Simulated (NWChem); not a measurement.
Molecule: CHAlClNO$_{2}$; SMILES [Al]([N]=C=O)([OH])[Cl]

```xyz
7

Al    -0.4077     0.6252    -0.0001
Cl     1.2079     1.9345     0.0010
N     -0.1213    -1.1157     0.0004
C      0.1395    -2.2886     0.0001
O      0.3834    -3.4295    -0.0001
O     -1.9562     1.2866    -0.0014
H     -2.7882     0.8118    -0.0020
```
Atoms are numbered in this order, from 1.

Computed with NWChem. Pople sets run with spherical d functions. The geometry was optimised at PBE0/def2-SVP. GIAO values for the isolated, static molecule; σ is the absolute isotropic shielding, δ = σ(reference) − σ with the isolated reference molecule computed at the same levels (13C: tetramethylsilane, 1H: tetramethylsilane, 15N: ammonia, 17O: water).

### Question
What does the run give for B3LYP/6-31G*? Quantities: σ Al1 (ppm); σ Cl2 (ppm); δ N3 (ppm); δ C4 (ppm); δ O5 (ppm); δ O6 (ppm); δ H7 (ppm).

### Answer
```
Item         Result
-----------  ------
σ Al1 (ppm)   509.9
σ Cl2 (ppm)  1021.8
δ N3 (ppm)     32.0
δ C4 (ppm)    109.8
δ O5 (ppm)    105.3
δ O6 (ppm)     29.6
δ H7 (ppm)     1.72
```
